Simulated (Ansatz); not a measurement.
`O[SiH2]O[SiH](O)O` + `OCF` → `O[SiH](O)O[SiH](O)F` + CH₃OH  (formal exchange of groups at the Si–H bond)

Gas-phase electronic energies from Ansatz, PBE0-D4/def2-TZVP geometries. CBS: MP2 limit from def2 TZ/QZ plus the TZ coupled-cluster correction, frozen cores. This one scheme is used for every species. Functionals use def2-TZVPP. Each species was taken in one conformer, which may not be the lowest.

`O[SiH2]O[SiH](O)O`:

```xyz
12

O     0.330    1.848   -0.672
Si    0.340    1.365    0.912
O     0.101   -0.237    0.898
Si   -0.019   -1.481   -0.169
O    -0.310   -0.856   -1.649
O    -1.211   -2.506    0.246
H     0.876    2.593   -0.926
H     1.653    1.705    1.518
H    -0.763    2.012    1.657
H     1.221   -2.271   -0.103
H    -0.106    0.081   -1.744
H    -2.111   -2.254    0.032
```

`OCF`:

Cartesian coordinates in Å:
```
O 0.144 -0.555 0.917
C -0.194 0.004 -0.286
F 0.915 0.145 -1.098
H 0.648 0.081 1.433
H -0.629 1.005 -0.185
H -0.884 -0.680 -0.781
```

`O[SiH](O)O[SiH](O)F`:

Z-matrix (Å, degrees):
```
Si
O 1 1.633
O 1 1.643 2 108.9
O 1 1.623 2 108.7 3 122.1
H 1 1.471 2 113.7 3 -119.8
H 2 0.960 1 117.7 3 29.6
Si 3 1.615 1 142.8 2 -6.7
H 4 0.958 1 118.2 2 -38.2
O 7 1.618 3 112.1 1 -136.5
F 7 1.603 3 105.9 1 -16.1
H 7 1.466 3 113.2 1 101.7
H 9 0.958 7 119.9 3 39.7
```

CH₃OH:

Cartesian coordinates in Å:
```
C -0.160 -0.009 -0.318
O 0.255 0.543 0.911
H -0.733 0.761 -0.836
H -0.808 -0.885 -0.186
H 0.686 -0.291 -0.957
H 0.761 -0.119 1.386
```

| level | ΔE (eV) | difference from CCSD(T)/CBS |
| --- | --- | --- |
| r2SCAN-D4 | -2.09 | 0.07 |
| PBE0-D4 | -2.02 | 0.14 |
| B2PLYP | -2.12 | 0.04 |
| PBE | -1.95 | 0.21 |
| PBE0 | -2.02 | 0.14 |
| HF/def2-TZVPP | -2.15 | 0.01 |
| MP2/def2-TZVPP | -2.18 | -0.02 |
| SCS-MP2/def2-TZVPP | -2.15 | 0.01 |
| CCSD/def2-TZVPP | -2.13 | 0.03 |
| MP2/CBS(def2) | -2.24 | -0.08 |
| CCSD(T)/CBS | -2.16 | 0 |

Largest T1 diagnostic among the species: 0.012.

From PBE to PBE0 (25 % exact exchange), in def2-TZVPP and without D4, ΔE moves by −0.07 eV.
